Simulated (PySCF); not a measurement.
ZrH₄, SMILES [ZrH4], multiplicity 1.

Geometry optimised at r2SCAN-D4/def2-TZVPD. The multiplicity is an assumed one; other spin states were not compared. The def2 effective core potentials stand for the cores of Zr; spin–orbit coupling is left out.

Two levels are set side by side: TDA-PBE/def2-TZVPD (PySCF) and TDA-B3LYP/def2-TZVPD (PySCF). Vertical, same geometry. The lowest singlet is HOMO→LUMO 75 %, HOMO→LUMO+1 25 % with PBE and HOMO−1→LUMO 75 %, HOMO−1→LUMO+1 25 % with the other functional; states are paired by order. Differences are taken from unrounded values.

| quantity | TDA-B3LYP | TDA-PBE | TDA-PBE minus TDA-B3LYP |
|---|---|---|---|
| lowest singlet excitation (eV) | 3.95 | 3.67 | -0.28 |
| lowest triplet excitation (TDA) (eV) | 3.66 | 3.37 | -0.29 |

A lower first singlet is the usual sign of a functional without exact exchange. Differences between two approximate levels are no errors against the true value.

Rough cost on one machine, each run with all the roots and properties that it gave: TDA-B3LYP against TDA-PBE within a factor of 2.
